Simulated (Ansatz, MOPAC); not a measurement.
Gas-phase reaction in SMILES: C(/C)=C\Cl → [CH2]/C=C/Cl + H atom (the C-H bond breaks)

Wanted: bond dissociation energy (enthalpy at 298 K), in kcal/mol. Conventions: open shells spin-unrestricted; non-relativistic; 6-31G* and kin with 6d, 5d where marked; spin-orbit terms left out; no dispersion term unless named. First-principles rows: single points at B3LYP-D3(BJ) geometries (Ansatz, an electronic-structure program), with unscaled harmonic terms from B3LYP/6-31G* (Ansatz) at its own minima. Semi-empirical rows: MOPAC heats of formation at their own minima for 298 K.

```
species       coefficient  E at B3LYP/6-31G* (Ansatz), Eh  E at B3LYP/def2-TZVPD (Ansatz), Eh  H(298 K) - E, kcal/mol  heat of formation at PM6 (MOPAC), kcal/mol
------------  -----------  ------------------------------  ----------------------------------  ----------------------  ------------------------------------------
C/C=C/Cl               -1                      -577.50503                          -577.58598                   48.47                                       -3.81
[CH2]/C=C/Cl           +1                      -576.85904                          -576.94088                   39.84                                       20.64
H atom                 +1                        -0.50027                            -0.50215                    1.48                                       52.10
```

 1 Eh = 627.5095 kcal/mol.

Task: Work the quantity out at each level.

Result: 
- B3LYP/6-31G*: the sum of coefficient times E is 0.14572 Eh, or 91.44 kcal/mol; the thermal terms add -7.15. Result: 84.3 kcal/mol.
- B3LYP/def2-TZVPD: the sum of coefficient times E is 0.14295 Eh, or 89.70 kcal/mol; the thermal terms add -7.15. Result: 82.6 kcal/mol.
- PM6: the sum of coefficient times heat of formation is 76.55 kcal/mol; it needs no thermal term.
